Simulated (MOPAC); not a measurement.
The molecule BeN+, multiplicity 3 (lowest of 2S+1 = 1, 3, 5 at CCSD(T)/def2-TZVPP on PBE0 minima; our sources give no spin for the ground state, which may be another).

The constants come from a fifth-degree fit in 1/R (seven points, main isotopes). Runs in def2 and cc sets follow the lowest solution found near the PBE0 minimum.

The state that PM6 reach isn't checked.

Run with MOPAC for PM6 (differences of heats of formation). 

Energies at PM6:

| R (Å) | E (hartree) |
|---|---|
| 1.472321 | 0.52986030 |
| 1.511899 | 0.52775589 |
| 1.548312 | 0.52744095 |
| 1.589473 | 0.52865567 |
| 1.630635 | 0.53124866 |
| 1.678129 | 0.53560442 |
| 1.733539 | 0.54207198 |

Question: With a reduced mass of 5.4832 u, find the minimum, the force constant and the constants.

Answer: A fifth-degree polynomial in 1/R puts the minimum at r_e = 1.5380 Å with force constant 452 N/m. Then ω_e = (1/2πc)√(k/μ) = 1183 cm⁻¹ and B_e = h/(8π²cμr_e²) = 1.300 cm⁻¹; the cubic and quartic terms give α_e = 0.011 and ω_e x_e = 8.2 cm⁻¹.
